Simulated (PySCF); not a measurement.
**GaI: frontier orbitals**

r²SCAN at R = 2.594 Å; basis Ga def2-SVP, I def2-SVP with ECP28; scalar-relativistic core potentials; PySCF 2.14. State: ¹Σ⁺ (singlet), closed shell. Only the outer orbitals are listed, counted within each symmetry, core potentials removing the inner ones.

```json
{"orbital": "10σ", "occ.": "2", "ε (eV)": "-17.40", "on Ga (%)": "6", "main shells (%)": "94 I s"}
{"orbital": "11σ", "occ.": "2", "ε (eV)": "-10.09", "on Ga (%)": "68", "main shells (%)": "66 Ga s, 28 I p"}
{"orbital": "6π", "occ.": "2", "ε (eV)": "-6.72", "on Ga (%)": "7", "main shells (%)": "93 I p"}
{"orbital": "6π", "occ.": "2", "ε (eV)": "-6.72", "on Ga (%)": "7", "main shells (%)": "93 I p"}
{"orbital": "12σ", "occ.": "2", "ε (eV)": "-6.39", "on Ga (%)": "50", "main shells (%)": "50 I p, 29 Ga s, 20 Ga p"}
{"orbital": "7π", "occ.": "0", "ε (eV)": "-2.50", "on Ga (%)": "93", "main shells (%)": "93 Ga p"}
{"orbital": "7π", "occ.": "0", "ε (eV)": "-2.50", "on Ga (%)": "93", "main shells (%)": "93 Ga p"}
{"orbital": "13σ", "occ.": "0", "ε (eV)": "-0.20", "on Ga (%)": "85", "main shells (%)": "80 Ga p, 15 I p"}
```

Question: Which are the highest filled and the lowest empty level, where do they sit, and how wide is the gap?

Answer: Highest filled 12σ at -6.39 eV (in %: 50 I p, 29 Ga s, 20 Ga p); lowest empty 7π at -2.50 eV (in %: 93 Ga p); the gap at r²SCAN is 3.89 eV.

```
bond order (Mayer)                              : 1.17
⟨S²⟩                                            : 0.000
charge on Ga (Mulliken, basis-dependent)        : 0.28
charge on Ga (Löwdin, basis-dependent)          : 0.05
dipole moment (positive dipole means Ga(−)I(+)) : -2.30 D
```

Spin–orbit coupling is left out.
